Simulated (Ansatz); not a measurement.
`[SiH3]C[O][SnH3]` + H₂O → `OC[O][SnH3]` + SiH₄  (formal hydrolysis of a C–Si bond)

Calculated with Ansatz (gas phase, PBE0-D4/def2-TZVP geometries, no zero-point term in ΔE). CBS: MP2 limit from def2 TZ/QZ plus the TZ coupled-cluster correction, frozen cores. This one scheme is used for every species. Functionals use def2-TZVPP. B3LYP here is the variant with VWN-RPA as its local correlation; programs differ in this. Elements past krypton have def2 core potentials. For Sn outer-core shells are correlated without core-valence functions, which leaves a few kJ/mol of doubt a bond. One conformer a species, not always the lowest.

```json
{"level": "PBE-D4", "ΔE (kJ/mol)": "31.5", "difference from CCSD(T)/CBS": "-6.7"}
{"level": "r2SCAN-D4", "ΔE (kJ/mol)": "28.4", "difference from CCSD(T)/CBS": "-9.8"}
{"level": "PBE0-D4", "ΔE (kJ/mol)": "31.6", "difference from CCSD(T)/CBS": "-6.6"}
{"level": "B3LYP-D4", "ΔE (kJ/mol)": "30.5", "difference from CCSD(T)/CBS": "-7.7"}
{"level": "ωB97X-V", "ΔE (kJ/mol)": "25.9", "difference from CCSD(T)/CBS": "-12.3"}
{"level": "ωB97M-V", "ΔE (kJ/mol)": "30.7", "difference from CCSD(T)/CBS": "-7.5"}
{"level": "B2PLYP", "ΔE (kJ/mol)": "28.1", "difference from CCSD(T)/CBS": "-10.1"}
{"level": "PBE", "ΔE (kJ/mol)": "27.5", "difference from CCSD(T)/CBS": "-10.7"}
{"level": "r2SCAN", "ΔE (kJ/mol)": "27.2", "difference from CCSD(T)/CBS": "-11.0"}
{"level": "PBE0", "ΔE (kJ/mol)": "27.9", "difference from CCSD(T)/CBS": "-10.3"}
{"level": "B3LYP", "ΔE (kJ/mol)": "24.0", "difference from CCSD(T)/CBS": "-14.2"}
{"level": "HF/def2-TZVPP", "ΔE (kJ/mol)": "13.6", "difference from CCSD(T)/CBS": "-24.6"}
{"level": "MP2/def2-TZVPP", "ΔE (kJ/mol)": "37.0", "difference from CCSD(T)/CBS": "-1.2"}
{"level": "SCS-MP2/def2-TZVPP", "ΔE (kJ/mol)": "30.8", "difference from CCSD(T)/CBS": "-7.4"}
{"level": "CCSD/def2-TZVPP", "ΔE (kJ/mol)": "29.4", "difference from CCSD(T)/CBS": "-8.8"}
{"level": "CCSD(T)/def2-TZVPP", "ΔE (kJ/mol)": "30.6", "difference from CCSD(T)/CBS": "-7.6"}
{"level": "HF/def2-QZVPP", "ΔE (kJ/mol)": "14.5", "difference from CCSD(T)/CBS": "-23.7"}
{"level": "MP2/def2-QZVPP", "ΔE (kJ/mol)": "41.6", "difference from CCSD(T)/CBS": "3.4"}
{"level": "SCS-MP2/def2-QZVPP", "ΔE (kJ/mol)": "35.4", "difference from CCSD(T)/CBS": "-2.8"}
{"level": "HF/CBS(def2)", "ΔE (kJ/mol)": "14.7", "difference from CCSD(T)/CBS": "-23.5"}
{"level": "MP2/CBS(def2)", "ΔE (kJ/mol)": "44.6", "difference from CCSD(T)/CBS": "6.4"}
{"level": "CCSD/CBS(def2)", "ΔE (kJ/mol)": "37.0", "difference from CCSD(T)/CBS": "-1.2"}
{"level": "CCSD(T)/CBS", "ΔE (kJ/mol)": "38.2", "difference from CCSD(T)/CBS": "0"}
```

Largest T1 diagnostic among the species: 0.014.

In def2-TZVPP, CCSD(T) changes the Hartree–Fock value by +17.0 kJ/mol (the triples alone add +1.2 kJ/mol) and MP2 by +23.3 kJ/mol. The D4 term adds +6.4 kJ/mol with B3LYP and +3.6 kJ/mol with PBE0; it sums over pairs of atoms, weighted by their polarisabilities, and B3LYP, whose exchange is more repulsive, gets the larger term.
